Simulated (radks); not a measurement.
Results of a calculation; reference values are marked as such.
Coulomb parameter of the 4d shell of neutral silver in the model configuration [Kr] 4d8 5s1 5p2, as a second difference U = [E(n + 0.5) + E(n - 0.5) - 2 E(n)] / (0.5)^2 with all orbitals relaxed. "Bare": the charge of the atom changes with n. "Screened": the 5p shell takes up the change at fixed total charge, which measures U(4d,4d) + U(5p,5p) - 2 U(4d,5p). Code: a radial shooting solver on a logarithmic mesh with Libxc functionals. Model: scalar-relativistic Kohn-Sham, BLYP, spin-unpolarised, spherical densities, finite nucleus; Fermi nuclear charge, rms radius 4.5454 fm.

case,configuration,E - E(n) (eV)
start,[Kr] 4d8 5s1 5p2,0.000
bare +0.5,[Kr] 4d8.5 5s1 5p2,-7.271
bare -0.5,[Kr] 4d7.5 5s1 5p2,10.018
screened +0.5,[Kr] 4d8.5 5s1 5p1.5,-6.565
screened -0.5,[Kr] 4d7.5 5s1 5p2.5,7.519

U(bare) = 10.989 eV, U(screened by 5p) = 3.816 eV, against the Slater integral F0(4d,4d) = 19.212 eV with frozen orbitals. The step up makes a negative ion, whose loosely bound charge lowers the bare value.
